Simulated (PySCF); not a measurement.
Fill in the blanks.

Compound: C₅H₄F₄O₂.
SMILES: `F/C=C/O/C=C(\F)OC(F)F`

Conformer (atom-mapped SMILES and torsion angles): `[F:1]/[CH:2]=[CH:3]/[O:4]/[CH:5]=[C:6](\[F:7])[O:8][CH:9]([F:10])[F:11]`: C2–C3–O4–C5 177°, C3–O4–C5–C6 -176°, C5–C6–O8–C9 -114°, C6–O8–C9–F10 -167°.

```csv
property,level,value
point group,PBE0-D3(BJ)/def2-SVP,C1
"rotational constants A, B, C",PBE0-D3(BJ)/def2-SVP,"3.313, 0.350, 0.329 GHz"
dipole moment,wB97X-D/def2-SVPD,0.46 D
HOMO energy,wB97X-D/def2-SVPD,?
LUMO energy,wB97X-D/def2-SVPD,1.82 eV
lowest singlet excitation,TDDFT wB97X-D/def2-SVPD,"6.13 eV (202 nm, f = 0.016)"
strongest line among the 10 lowest singlet transitions,TDDFT wB97X-D/def2-SVPD,?
lowest triplet excitation (Tamm–Dancoff),TDA wB97X-D/def2-SVPD,4.05 eV
static isotropic polarisability,wB97X-D/def2-SVPD,?
electronic spatial extent ⟨r²⟩ about the centre of nuclear charge,wB97X-D/def2-SVPD,2911 bohr²
13C chemical shifts (computed TMS as zero) by class,GIAO PBE0/pcSseg-1,"151.8 (1 C), 149.3 (1 C), 142.9 (1 C), 124.1 (1 C), 118.1 (1 C) ppm"
1H chemical shifts (computed TMS as zero) by class,GIAO PBE0/pcSseg-1,"7.27 (1 H), 6.75 (1 H), 6.11 (1 H), 5.77 (1 H) ppm"
"isotropic shieldings of nuclei other than C and H, by class",GIAO PBE0/pcSseg-1,"171 (1 O), 225 (1 O), 279 (2 F), 293 (1 F), 360 (1 F) ppm"
largest of the computed one-bond spin–spin couplings (means over like bonds),"B3LYP/pcJ-1, spin–dipole term left out for some pairs","19F–13C -354.5, 19F–13C -329.5 (×2), 19F–13C -319.2, 13C–1H +226.6, 13C–1H +207.6, 13C–1H +195.9, 13C–1H +185.6 Hz"
```

Electronic properties: PySCF, gas phase, density fitting. Isolated species at its PBE0-D3(BJ)/def2-SVP geometry (one conformer only). NMR classes are plain means over equivalent atoms (diastereotopic ones count apart unless rotation or inversion swaps them), as if these changed places fast; in this geometry the members of some classes differ.

(1) What is the HOMO energy?

(2) What is the strongest line among the 10 lowest singlet transitions?

(3) Give the static isotropic polarisability.

Results:

(1) -8.41 eV.

(2) S2 at 6.37 eV (195 nm, f = 0.665).

(3) 78.1 au.

The vertical singlet–triplet gap S1 − T1 is 2.08 eV (TDDFT singlet less Tamm–Dancoff triplet; S1: HOMO→LUMO+1, weight 0.56; T1: HOMO→LUMO, weight 0.74). The rotational constants make it an asymmetric top with κ = (2B − A − C)/(A − C) = -0.99, nearer the prolate limit (−1). The 10 singlets span 6.13 to 8.26 eV, and their oscillator strengths add up to 0.96.
